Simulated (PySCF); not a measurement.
Computed IR spectrum (relative IR intensity) of a molecule C₁₀H₈. Geometry: r2SCAN-D4/def2-SVP. Other conformers were not sampled. Computed with r2SCAN-D4/def2-SVP (PySCF 2.14.0). Harmonic, unscaled wavenumbers; measured fundamentals usually lie a few per cent lower.

Lines under 2 % of the strongest are left out, and lines within 2 cm⁻¹ are merged.

```csv
ν (cm⁻¹),relative intensity
171,2.7
488,22
629,3.4
799,100
982,2.9
1043,9.2
1141,7.0
1244,2.3
1276,7.5
1405,6.1
1559,7.9
1649,4.3
3170,6.4
3187,44
3199,34
```

Question: Which structure fits?
A. C=CC#Cc1ccccc1
B. c1ccc2ccccc2c1
C. C#CC(=C)c1ccccc1
D. C#Cc1cccc(C=C)c1

Answer: B, c1ccc2ccccc2c1
